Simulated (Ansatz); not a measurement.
## Dissociation curves of SiHCl3 (SMILES Cl[SiH](Cl)Cl)

The species is SiHCl3 (5 atoms), meant as a singlet with charge 0. As SMILES, `Cl[SiH](Cl)Cl`. Geometry: relaxed at PBE0-D4/def2-TZVP.

```xyz
5

Cl    1.6909   -0.5714    0.8919
Si   -0.0813   -0.0127    0.0754
Cl    0.0177    1.9337   -0.4913
Cl   -0.4760   -1.1705   -1.5442
H    -1.1513   -0.1791    1.0681
```

The Si2–Cl4 distance is scanned; the parts on either side stay rigid. Basis STO-3G, 20 core orbitals frozen in the correlated methods; program Ansatz 0.2.0. FCI is exact within this basis and core. Energies in eV from each method's value at 2.030 Å; methods without a U are spin-restricted. The shape above is that at 2.030 Å.

```
distance (Å)    HF  revPBE  B3LYP  CCSD
       2.030  0.00    0.00   0.00  0.00
       2.537  1.56    0.92   1.06  1.18
       3.045  4.16    2.65   2.96  3.06
       4.059  7.19    4.44   5.04  4.17
       5.074  8.11    4.83   5.53  4.20
```

**Question.** Estimate the FCI curve, and say how far off each method is.

**Answer.** 
```json
{"distance (Å)": "2.030", "FCI": "0.00"}
{"distance (Å)": "2.537", "FCI": "1.16"}
{"distance (Å)": "3.045", "FCI": "3.00"}
{"distance (Å)": "4.059", "FCI": "3.98"}
{"distance (Å)": "5.074", "FCI": "3.99"}
```

Departure from the FCI curve at its largest: HF +4.12 eV at 5.07 Å; revPBE +0.84 eV at 5.07 Å; B3LYP +1.54 eV at 5.07 Å; CCSD +0.21 eV at 5.07 Å. Restricted functionals keep the electrons paired too, and rise too high. Restricted Hartree–Fock keeps the electrons paired, so it rises far too high as the bond breaks.
